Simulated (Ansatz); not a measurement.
`OC1C[SiH2]1` + CH₄ → `CC1C[SiH2]1` + H₂O  (formal exchange of groups at a C–O bond)

Gas-phase electronic energies from Ansatz, PBE0-D4/def2-TZVP geometries. CCSD(T)/CBS adds triple-zeta CCSD(T) − MP2 to the extrapolated MP2 energy (def2 sets, frozen cores). This one scheme is used for every species. DFT in def2-TZVPP. B3LYP here is the variant with VWN-RPA as its local correlation; programs differ in this. Each species was taken in one conformer, which may not be the lowest.

```json
{"level": "B3LYP-D4", "ΔE (kJ/mol)": "-42.6"}
{"level": "SCS-MP2/def2-TZVPP", "ΔE (kJ/mol)": "-53.8"}
{"level": "MP2/CBS(def2)", "ΔE (kJ/mol)": "-62.6"}
{"level": "CCSD/CBS(def2)", "ΔE (kJ/mol)": "-54.8"}
```

Q: What does CCSD(T)/CBS give? (An estimate is asked.)

A: Computed: -55.2 kJ/mol. The listed levels differ from it by 12.6, 1.4, -7.4, 0.4 kJ/mol.

Largest T1 diagnostic among the species: 0.011.

From r2SCAN to r2SCAN0 (25 % exact exchange), in def2-TZVPP and without D4, ΔE moves by −3.9 kJ/mol. The D4 term adds −4.7 kJ/mol with B3LYP and −2.7 kJ/mol with PBE0; it sums over pairs of atoms, weighted by their polarisabilities, and B3LYP, whose exchange is more repulsive, gets the larger term. Leaving LDA and LC-ωPBE aside and taking each functional with its dispersion term where it has one, the values, not all of them listed here, spread over 13.8 kJ/mol, from PBE-QIDH to BLYP-D4.
